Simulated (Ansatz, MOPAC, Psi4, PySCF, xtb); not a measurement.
Lewis adduct: BH3 (SMILES B) (first 4 atoms) with C3H9N (SMILES CN(C)C); geometry from B3LYP-D3(BJ)/def2-TZVP, rigid monomers moved along the line of their centres of mass till B1···N6 is 1.48 Å.
(charge 0, multiplicity 1):
```csv
atom,x (Å),y (Å),z (Å)
B,-0.3868,0.0268,1.2712
H,0.4875,0.6458,0.7092
H,-0.4146,-1.1425,0.9625
H,-1.4690,0.5628,1.2011
C,1.2970,-0.5906,2.8989
N,-0.0259,0.0485,2.7100
C,0.0327,1.4503,3.1853
C,-1.0457,-0.6923,3.4882
H,1.5771,-0.5831,3.9549
H,2.0336,-0.0459,2.3143
H,1.2450,-1.6131,2.5346
H,0.2982,1.4833,4.2445
H,-0.9391,1.9114,3.0303
H,0.7739,1.9863,2.5985
H,-0.7942,-0.6846,4.5513
H,-2.0129,-0.2225,3.3307
H,-1.0877,-1.7148,3.1226
```

| level | interaction energy (kJ/mol) | cost |
|---|---|---|
| AM1 | -134.5 | - |
| PM3 | -220.0 | - |
| PM6 | -259.9 | - |
| PM7 | -174.2 | - |
| GFN1-xTB | -141.3 | - |
| GFN2-xTB | -127.4 | - |
| HF/STO-3G (no counterpoise) | -217.8 | - |
| HF/3-21G (no counterpoise) | -186.1 | - |
| HF/6-31G* | -137.6 | - |
| HF/6-31G* (no counterpoise) | -148.6 | - |
| HF/aug-cc-pVDZ | -138.8 | - |
| PBE/def2-TZVPPD | -199.4 | ×1 |
| PBE-D3(BJ)/def2-TZVPPD | -212.4 | ×1 |
| PBE-D4/def2-TZVPPD | -211.8 | ×1 |
| BP86/6-31G* (no counterpoise) | -192.0 | - |
| r2SCAN/def2-TZVPPD | -211.9 | ×2 |
| r2SCAN-D3(BJ)/def2-TZVPPD | -215.8 | ×2 |
| r2SCAN-D4/def2-TZVPPD | -215.2 | ×2 |
| B3LYP/3-21G (no counterpoise) | -215.1 | - |
| B3LYP/6-31G* | -169.4 | - |
| B3LYP/6-31G* (no counterpoise) | -181.4 | - |
| B3LYP/def2-TZVPPD | -176.2 | ×1 |
| B3LYP-D3(BJ)/def2-TZVPPD | -197.9 | ×1 |
| B3LYP-D4/def2-TZVPPD | -195.9 | ×1 |
| PBE0/def2-TZVPPD | -208.9 | ×1 |
| PBE0-D3(BJ)/def2-TZVPPD | -220.2 | ×1 |
| PBE0-D4/def2-TZVPPD | -219.4 | ×1 |
| M06-2X/6-31G* (no counterpoise) | -214.5 | - |
| MP2/6-31G* | -177.2 | - |
| MP2/6-31G* (no counterpoise) | -212.0 | - |
| MP2/aug-cc-pVDZ | -191.3 | ×1 |
| SCS-MP2/aug-cc-pVDZ | -174.0 | - |
| SAPT0/jun-cc-pV(D+d)Z | -243.6 | - |

The rows run from -259.9 (PM6) to -127.4 kJ/mol (GFN2-xTB). The dispersion term adds -13.0 in PBE-D3(BJ), -12.4 in PBE-D4, -3.9 in r2SCAN-D3(BJ). The 4 functionals in def2-TZVPPD without D3 or D4 span 35.7, from r2SCAN to B3LYP.

Counterpoise-corrected where a basis set is named; no monomer relaxation. Rows marked so take none.

Cores are frozen in the correlated methods. Rows in 3-21G, 6-31G*, STO-3G carry no dispersion term and start afresh at each structure (6-31G* with six Cartesian d functions). MP2/6-31G* freezes PySCF's default core. The state that AM1, PM3, PM6, PM7 reach isn't checked; PM7 holds dispersion and hydrogen-bond terms.

Run with Ansatz (a quantum-chemistry and plane-wave program); MOPAC for AM1, PM3, PM6, PM7 (differences of heats of formation); Psi4 for SAPT; PySCF for 3-21G rows, 6-31G* rows, STO-3G rows, the dispersion terms; xtb for the GFN methods. Each number belongs to the level named beside it.

Costs are rough ratios of core time to PBE/def2-TZVPPD (about 17 s over the structures, on one shared machine); a dash marks a level with no comparable run of its own.
